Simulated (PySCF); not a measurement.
Excitation energy of Cu by level of theory

Cu [Ar] 3d10 4s1 (2S) → Cu [Ar] 3d10 4d1 (2D), as a difference of total energies. Computed with PySCF 2.14 in x2c-TZVPPall with one added diffuse shell each of s, p, d, f type (7s6p5d3f1g, 80 functions), with scalar relativity by spin-free X2C-1e. Correlated levels: valence: [Ar] frozen. The calculations carry no spin-orbit coupling.

```
           method  excitation energy (eV)
              UHF                   5.332
    MP2 (valence)                   6.361
SCS-MP2 (valence)                   6.206
   CCSD (valence)                   6.217
CCSD(T) (valence)                   6.357
```

Question: How much does correlation contribute at CCSD(T) (valence)?

Answer: 6.357 − (5.332) = 1.025 eV, measured against UHF.

Errors of the correlated levels include the incompleteness of this basis and the frozen core.

The promoted electron is Rydberg-like, and one or two diffuse shells describe it only roughly, which tends to raise the upper state.

For comparison: 6.192 eV (measured; NIST levels, between the centres of gravity of the two terms).
